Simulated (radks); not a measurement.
Task: These are the eigenvalues of the occupied orbitals of an atom or ion with whole-number occupations (hartree). Calculated with a radial shooting solver on a logarithmic mesh with Libxc functionals: non-relativistic Kohn-Sham, r2SCAN, spin-polarised, spherical densities, point nucleus; meta-GGA in the generalised Kohn-Sham scheme.

1s up: -19.11303
1s down: -19.05262
2s up: -0.98977
2s down: -0.83416
2p up: -0.40286
2p down: -0.24959

Which element is it, and in what charge state? The configuration may be excited. Open shells, if any, are filled with parallel spins first.

Result: Z = 8, oxygen, charge 0: O in [He] 2s2 2p4. The list shows which subshells hold electrons but not how many an open one holds; the 1s level, -19.113 hartree, gives Z - s = 6.2 by -(Z - s)^2/2, which with screening narrows Z to a few neighbours, and the depths of the outer levels then fix element, charge and occupations together.
